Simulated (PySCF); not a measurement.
fluoro(silyl)silane (FH5Si2), SMILES [SiH3][SiH2]F.

Geometry optimised at B3LYP-D3(BJ)/def2-TZVP.

Computed with r2SCAN/def2-TZVPD (PySCF).

Q: Estimate the frontier levels, gap, dipole moment and polarisability. (The exact figures need the calculation; the answer reports its results.)

A: 
```json
{
  "highest_occupied_level": "-7.51 eV",
  "lowest_empty_level": "-1.26 eV",
  "orbital_gap": "6.25 eV",
  "dipole_moment": "1.25 D",
  "quadrupole, principal values (traceless, Buckingham form, about the centre of nuclear charge)": "-3.23, 1.44, 1.79 D·Å",
  "mean_static_polarisability": "59.2 bohr³ (8.77 Å³)",
  "polarisability_principal_values": "52.4, 54.4, 70.8 bohr³"
}
```
